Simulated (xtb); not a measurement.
The molecule ZrF, multiplicity 2 (lowest of 2S+1 = 2, 4, 6 at CCSD(T)/def2-TZVPP on PBE0 minima; our sources give no spin for the ground state, which may be another). No spin–orbit coupling. The T1 diagnostic near the minimum is 0.061, so single-reference values are doubtful.

Constants: fifth-degree fit in 1/R to seven points, most abundant isotopes. In def2 and cc sets the state is the lowest found near the PBE0 minimum, followed along R.

Run with xtb for the GFN methods.  The GFN methods have no spin term and hold the electronic entropy of 300 K.

Energies at GFN1-xTB:

| R (Å) | E (hartree) |
|---|---|
| 1.723870 | -6.32489333 |
| 1.770210 | -6.32940580 |
| 1.812844 | -6.33144980 |
| 1.861038 | -6.33197636 |
| 1.909232 | -6.33111871 |
| 1.964841 | -6.32890322 |
| 2.029718 | -6.32516099 |

### Question
With a reduced mass of 15.6841 u, find the minimum, the force constant and the constants.

### Answer
A fifth-degree polynomial in 1/R puts the minimum at r_e = 1.8528 Å with force constant 272 N/m. Then ω_e = (1/2πc)√(k/μ) = 543 cm⁻¹ and B_e = h/(8π²cμr_e²) = 0.3131 cm⁻¹; the cubic and quartic terms give α_e = 0.0035 and ω_e x_e = 4.0 cm⁻¹.
